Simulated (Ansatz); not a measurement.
Calculated with Ansatz (gas phase, PBE0-D4/def2-TZVP geometries, no zero-point term in ΔE). CCSD(T)/CBS is the MP2 limit (def2-TZVPP, def2-QZVPP) plus CCSD(T) − MP2 in def2-TZVPP, frozen cores. This one scheme is used for every species. DFT in def2-TZVPP. B3LYP here is the variant with VWN-RPA as its local correlation; programs differ in this. Each species was taken in one conformer, which may not be the lowest.

Reaction (formal exchange of groups at a B–C bond): `CB(F)BC=N` + CH₄ → `CBB(C)F` + `C=N`

```json
{"level": "B3LYP-D4", "ΔE (eV)": "0.09"}
{"level": "r2SCAN", "ΔE (eV)": "0.12"}
{"level": "HF/def2-QZVPP", "ΔE (eV)": "-0.03"}
{"level": "CCSD/CBS(def2)", "ΔE (eV)": "0.02"}
```

**Question.** What does CCSD(T)/CBS give? (Best estimate.)

**Answer.** Computed: +0.05 eV. The listed levels differ from it by 0.04, 0.07, -0.08, -0.03 eV.

Largest T1 diagnostic among the species: 0.015.

From PBE to PBE0 (25 % exact exchange), in def2-TZVPP and without D4, ΔE moves by −0.06 eV. In def2-TZVPP, CCSD(T) changes the Hartree–Fock value by +0.08 eV (the triples alone add +0.03 eV) and MP2 by +0.08 eV.
